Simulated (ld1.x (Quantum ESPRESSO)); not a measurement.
## Before and after: PAW potential for titanium (Ti)

ld1.x (Quantum ESPRESSO) 7.5 input, shortened:

```
&input
   title='Ti', zed=22., rel=1, dft='PBE', iswitch=3,
   config='[Ar] 3d3 4s1 4p0'
 /
 &inputp
   pseudotype=3, lpaw=.true., tm=.true., lloc=-2, rcloc=1.70,
   nlcc=.true., new_core_ps=.true.,
   which_augfun='GAUSS', rmatch_augfun=0.90
 /
6
3S  1  0   2.00   0.00  1.35  1.50  0.0
4S  2  0   1.00   0.00  1.35  1.50  0.0
3P  2  1   6.00   0.00  1.70  1.85  0.0
4P  3  1   0.00   0.00  1.70  1.85  0.0
3D  3  2   3.00   0.00  1.05  1.35  0.0
3D  3  2   0.00   0.85  1.05  1.35  0.0
 &test
   configts(1)='3s2 3p6 3d3 4s1 4p0'
 /
```

Change: core [Ne] 3s2, valence charge 10; reference 3p6 3d2 4s2 4p0; waves now 4s (bound): rcut 2.65, rcutus 2.90 bohr; 4s channel at 1.8 Ry: rcut 2.65, rcutus 2.90 bohr; 3p (bound): rcut 2.05, rcutus 2.25 bohr; 4p (bound): rcut 2.05, rcutus 2.25 bohr; 3d (bound): rcut 2.05, rcutus 2.65 bohr; 3d channel at 0.85 Ry: rcut 2.05, rcutus 2.65 bohr; local potential all-electron potential smoothed inside 1.80 bohr (lloc = -2); core correction Bessel-smoothed model core inside 2.15 bohr; augmentation GAUSS, radius 2.00 bohr.

Cutoffs: the cutoffs (Ry, on a coarse ladder) from which the occupation-weighted sum of valence levels, in a spherical-Bessel basis at the reference potential, stays within 10 and 1 mRy of its value at 400 Ry; they do not see the model core or the augmentation charge, which bear on the density cutoff. Errors are all-electron minus pseudo energies relative to the spin-unpolarised reference configuration.

What does the change do?

The potential gets softer (50 Ry and 80 Ry → 15 Ry and 25 Ry); the number of tests that count goes from 7 to 2 (the test run of the changed file stopped, so its transferability is not established); neither file shows a bound ghost at the reference potential, the only one tested. The shells moved into the core no longer need plane waves of their own. Several settings change at once here, so the effects cannot be laid on one of them.

| quantity | base | changed |
| --- | --- | --- |
| cutoff, loose | 50 Ry | 15 Ry |
| cutoff, tight | 80 Ry | 25 Ry |
| loose cutoff by channel (10 mRy a level) | s 18 Ry, p 18 Ry, d 45 Ry | s 6 Ry, p 12 Ry, d 10 Ry |
| bound ghosts | none | none |
| tests counted (converged, no solver errors) | 7 of 7 | 2 of 7 (the test run stopped) |
| lowest overlap eigenvalue by channel | s 0.16, p 0.11, d 0.95 | s 0.61, p 0.09, d 0.88 |

Changed file: The cutoffs count occupied waves only; the empty 4p level needs 25 Ry at the loose tolerance. Tests not counted: 3p6 3d1 4s0 4p0 (solver errors, printed error -545 eV); 3p6 3d3 4s0 4p0 (solver errors, printed error -814 eV).
